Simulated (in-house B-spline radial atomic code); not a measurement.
# RPA and G0W0 on BLYP: the xenon ion Xe⁸⁺

Configuration [Kr] 4d10, mean-field start BLYP. Computed with a B-spline radial code for spherical atoms: all electrons, scalar-relativistic (spin-free one-electron X2C), finite nucleus, each spin shell either full or empty, empty states to l = 9 with an (l + 1/2)⁻⁴ tail; G0W0 by contour deformation at full frequency.

Command:
```bash
python run_gw.py task.json out
```
Settings (radii: box in bohr, nucleus in fm):
```
Z                        54
electrons                46
configuration            [Kr] 4d10
hamiltonian              x2c
method                   b88,lyp
lmax                     9
rms_radius               4.7859
spin_polarised           False
box_radius               7.7
intervals                66
```

Time taken, with all properties: 4.2 s on 1 thread of Arm Neoverse N1, with other jobs on the host.

Energies (hartree):

```tsv
term	value
mean-field total	-7431.15197
Hartree-Fock functional on these orbitals	-7428.25641
direct second order	-4.1508
second-order exchange	1.1468
SOSEX correction	1.0838
```

Q: What is the RPA correlation energy, and what remains with SOSEX?

A: RPA gives -3.7316 hartree (-2.21 eV per electron); RPA + SOSEX gives -2.6478, and the second-order doubles -3.004 hartree (no singles). SOSEX takes back 29 % of the RPA value.

Quasi-particle levels (eV):

```json
{"level": "4d", "occupied": "yes", "mean field": "-167.52", "Σx - vxc": "-13.28", "Σc": "?", "QP weight": "?", "G0W0": "?"}
{"level": "5s", "occupied": "no", "mean field": "-114.20", "Σx - vxc": "10.19", "Σc": "-2.41", "QP weight": "0.984", "G0W0": "-106.41"}
```

G0W0 = mean field + (Σx - vxc) + Σc, with Σc (partial-wave tail included) taken at the quasi-particle energy. Only the outer levels were computed. Levels of low weight are left out.

Q: Where does G0W0 put 4d?

A: At -180.67 eV, with Σc = 0.13 eV and a quasi-particle weight of 0.968. The tabulated removal energy is 179.84 ± 0.12 eV (NIST, measured); the calculation leaves out spin-orbit coupling, Breit and QED terms, and what these don't explain is the method's own error.
